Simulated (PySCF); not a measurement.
**How methods differ on the excitation energy of Pd⁺**

Pd⁺ [Kr] 4d9 (2D) → Pd⁺ [Kr] 4d8 5s1 (4F), as a difference of total energies. All numbers are calculated (PySCF 2.14, a scalar-relativistic core potential, in aug-cc-pVTZ-PP with one added diffuse shell each of s, p, d, f, g type with ECP28MDF (7s7p6d4f3g, 113 functions)). Correlated levels: valence: 4s2 4p6 frozen. The calculations carry no spin-orbit coupling.

| method | excitation energy (cm⁻¹) |
| --- | --- |
| UHF | 18471 |
| LDA | 24026 |
| PBE | 22937 |
| PBE0 | 23362 |
| r2SCAN | 20362 |
| B3LYP | 23101 |
| TPSSh | 22083 |
| revPBE | 22970 |
| MP2 (valence) | 26452 |
| SCS-MP2 (valence) | 27503 |

Errors of the correlated levels include the incompleteness of this basis and the frozen core.

Question: Which method comes closest to the reference value, and which is furthest?

Answer: The reference is 25762 cm⁻¹ (measured; NIST levels, between the centres of gravity of the two terms). Closest: MP2 (valence) (error 689.88 cm⁻¹); furthest: UHF (error -7291.2 cm⁻¹).
